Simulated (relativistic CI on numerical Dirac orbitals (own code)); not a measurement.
Method of calculation: Dirac-Coulomb-Breit CI, KLI orbitals optimised for each configuration, model QED, unscaled Slater integrals (own radial code, finite nucleus).

Configuration list (outside the closed core 1s2): 2s, 2p, 3s, 3p, 3d, 4s, 4p, 4d, 4f, 5s, 5p, 5d, 5f, 5g, 6s, 6p, 6d. Levels of other configurations are missing.

At this charge energies of transitions that change n are usually good to better than 1 %, and those within a shell (Δn = 0) to a few per cent.

Outline of the computed level scheme of I LI. Lowest level of each configuration: 2s 2S_1/2 at 0.00 eV; 2p 2P°_1/2 at 116.98 eV; 3s 2S_1/2 at 5297.28 eV; 3p 2P°_1/2 at 5329.52 eV; 3d 2D_3/2 at 5441.79 eV; 4s 2S_1/2 at 7123.74 eV; 4p 2P°_1/2 at 7136.93 eV; 4d 2D_3/2 at 7184.12 eV; 4f 2F°_5/2 at 7197.47 eV.

Some strong electric-dipole decays among the lowest 15 levels: 3d 2D_5/2 → 2p 2P°_3/2 (4.4e+14 s⁻¹); 3d 2D_3/2 → 2p 2P°_1/2 (3.9e+14 s⁻¹); 3p 2P°_1/2 → 2s 2S_1/2 (1.7e+14 s⁻¹); 3p 2P°_3/2 → 2s 2S_1/2 (1.4e+14 s⁻¹); 4d 2D_5/2 → 2p 2P°_3/2 (1.4e+14 s⁻¹); 4d 2D_3/2 → 2p 2P°_1/2 (1.3e+14 s⁻¹); 4f 2F°_7/2 → 3d 2D_5/2 (9.3e+13 s⁻¹); 4f 2F°_5/2 → 3d 2D_3/2 (8.9e+13 s⁻¹).
